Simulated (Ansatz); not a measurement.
Wavefunction ladder for `Cl[Si](Cl)(Cl)[GeH2][Si](Cl)(Cl)Cl`

Z-matrix (Å, degrees):
```
Si
Cl 1 2.038
Cl 1 2.038 2 108.7
Cl 1 2.041 2 108.5 3 117.8
Ge 1 2.373 2 110.4 3 -121.3
Si 5 2.373 1 109.8 2 60.1
H 5 1.535 1 109.1 2 -59.5
H 5 1.535 1 109.2 2 179.8
Cl 6 2.041 5 110.2 1 179.7
Cl 6 2.038 5 110.4 1 -60.4
Cl 6 2.038 5 110.4 1 59.8
```

Charge 0, multiplicity 1. Correlated methods include outer-core shells of Ge, which these sets cover unevenly. Scalar relativity is left out up to krypton. Geometry: relaxed with PBE0-D4/def2-TZVP. It is one conformer, not always the lowest. Frozen core, restricted reference, Ansatz.

```tsv
basis	HF (Eh)	MP2 corr.
def2-SVP	-5410.40586	-1.19977
def2-TZVPP	-5411.83456	-1.61253
def2-QZVPP	-5411.96972	-2.01623
```

(1) Estimate the CCSD correlation energy and the (T) correction in each basis where they were run (hartree).

Results:

(1) 
| basis | CCSD corr. | (T) |
| --- | --- | --- |
| def2-SVP | -1.27835 | -0.03332 |
| def2-TZVPP | -1.71115 | -0.07745 |
